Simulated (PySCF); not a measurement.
Proton-shift isomers of CC(=O)S. All species are isolated molecules in the gas phase. One relaxed conformer stands for each flexible species; it need not be the lowest. Strings in code marks are SMILES.

Level of theory: TPSSh-D3(BJ)/def2-TZVP // B3LYP-D3(BJ)/def2-TZVP in PySCF. All candidates: neutral, multiplicity 1. Delta-SCF ions had no search for a lower state. 

```yaml
HOMO–LUMO gap: 4.15 eV
vertical ionisation energy (Delta-SCF): 8.98 eV
LUMO: -1.92 eV
```

### Question
Name which member has these values.
A. `C=C(O)S` (S–C–O–H torsion 180°, O–C–S–H torsion -180°)
B. `CC(O)=S` (S–C–O–H torsion 0°)
C. `CC(=O)S` (O–C–S–H torsion 180°)

### Answer
B, `CC(O)=S` (S–C–O–H torsion 0°). The others give `CC(=O)S` (O–C–S–H torsion 180°): 5.76 eV, 9.85 eV, -1.21 eV; `C=C(O)S` (S–C–O–H torsion 180°, O–C–S–H torsion -180°): 5.59 eV, 8.42 eV, -0.19 eV
